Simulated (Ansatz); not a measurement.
GaH3. Total charge 0; singlet. Geometry r2SCAN-D4/def2-TZVP, basis def2-TZVP, Ansatz.

```csv
run,HOMO (eV),LUMO (eV)
A,-7.35,-2.65
B,-7.68,-2.30
C,-8.60,-1.82
D,-7.27,-2.62
E,-8.20,-2.18
F,-11.68,0.92
```

HSE06 is defined as in plane-wave codes, on full-range PBE exchange.

Task: The runs used BLYP, HF, HSE06, PBE, PBE0, r2SCAN. Estimate which is which.

Result: A PBE (0 % exact exchange); B r2SCAN (0 % exact exchange); C PBE0 (25 % exact exchange); D BLYP (0 % exact exchange); E HSE06 (range-separated); F HF (100 % exact exchange). Exact exchange lowers occupied and raises empty levels; among semilocal functionals meta-GGAs tend to open the gap a little, and such runs are hard to tell apart. The gap grows from 4.65 eV (BLYP) to 12.60 eV (HF).
